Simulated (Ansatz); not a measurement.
Compare A (`OCNBF`) with its isomer B (`NBOCF`).

Isolated molecules relaxed with PBE0-D4/def2-TZVP in Ansatz; ΔE leaves out vibrations. CBS: MP2 limit from def2 TZ/QZ plus the TZ coupled-cluster correction, frozen cores. Functionals use def2-TZVPP. B3LYP here is the variant with VWN-RPA as its local correlation; programs differ in this. Each species was taken in one conformer, which may not be the lowest.

Problem. Which isomer does CCSD(T)/CBS put lower? Give the gap. (Best estimate.)

Solution. Computed: A, by 4.5 kcal/mol.

Problem. Give E(B) − E(A) in kcal/mol with PBE0-D4, CCSD/def2-TZVPP, PBE-D4, B2PLYP, HF/def2-TZVPP, B3LYP-D4, CCSD(T)/def2-TZVPP. (An estimate is asked.)

Solution. Computed: PBE0-D4 3.8, CCSD/def2-TZVPP 4.2, PBE-D4 3.4, B2PLYP 3.5, HF/def2-TZVPP 2.6, B3LYP-D4 3.1, CCSD(T)/def2-TZVPP 4.2. None reverses the order clearly.

Largest T1 diagnostic: 0.012.

In def2-TZVPP, CCSD(T) changes the Hartree–Fock value by +1.6 kcal/mol (the triples alone add −0.0 kcal/mol) and MP2 by +2.4 kcal/mol.
